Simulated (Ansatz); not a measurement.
Reaction (hydrogenolysis of a C–F bond): `C[SiH]([AlH2])CF` + H₂ → `C[SiH](C)[AlH2]` + H–F

Program: Ansatz. Geometries: PBE0-D4/def2-TZVP. ΔE: electronic, gas phase. CCSD(T)/CBS is the MP2 limit (def2-TZVPP, def2-QZVPP) plus CCSD(T) − MP2 in def2-TZVPP, frozen cores. This one scheme is used for every species. Functionals use def2-TZVPP. Each species was taken in one conformer, which may not be the lowest.

```json
{"level": "B97M-V", "ΔE (kcal/mol)": "-29.9", "difference from CCSD(T)/CBS": "2.1"}
{"level": "BHLYP-D4", "ΔE (kcal/mol)": "-30.1", "difference from CCSD(T)/CBS": "1.9"}
{"level": "ωB97X-V", "ΔE (kcal/mol)": "-28.6", "difference from CCSD(T)/CBS": "3.4"}
{"level": "r2SCAN", "ΔE (kcal/mol)": "-28.8", "difference from CCSD(T)/CBS": "3.2"}
{"level": "CAM-B3LYP", "ΔE (kcal/mol)": "-28.9", "difference from CCSD(T)/CBS": "3.1"}
{"level": "MP2/def2-SVP", "ΔE (kcal/mol)": "-30.9", "difference from CCSD(T)/CBS": "1.1"}
{"level": "MP2/def2-TZVPP", "ΔE (kcal/mol)": "-33.4", "difference from CCSD(T)/CBS": "-1.4"}
{"level": "CCSD/def2-TZVPP", "ΔE (kcal/mol)": "-32.1", "difference from CCSD(T)/CBS": "-0.1"}
{"level": "CCSD(T)/def2-TZVPP", "ΔE (kcal/mol)": "-31.5", "difference from CCSD(T)/CBS": "0.5"}
{"level": "HF/CBS(def2)", "ΔE (kcal/mol)": "-31.1", "difference from CCSD(T)/CBS": "0.9"}
{"level": "CCSD(T)/CBS", "ΔE (kcal/mol)": "-32.0", "difference from CCSD(T)/CBS": "0"}
```

Largest T1 diagnostic among the species: 0.012.

From BLYP to BHLYP (50 % exact exchange), in def2-TZVPP and without D4, ΔE moves by −3.5 kcal/mol. Leaving LDA and LC-ωPBE aside and taking each functional with its dispersion term where it has one, the values, not all of them listed here, spread over 6.2 kcal/mol, from PBE-QIDH to BLYP-D4. At CCSD(T), def2-SVP lies +2.9 kcal/mol from the extrapolated value and def2-TZVPP +0.5 kcal/mol.

CCSD(T)/CBS has its own doubt, a few kJ/mol and more with outer-core shells, so smaller differences from it don't rank the levels.
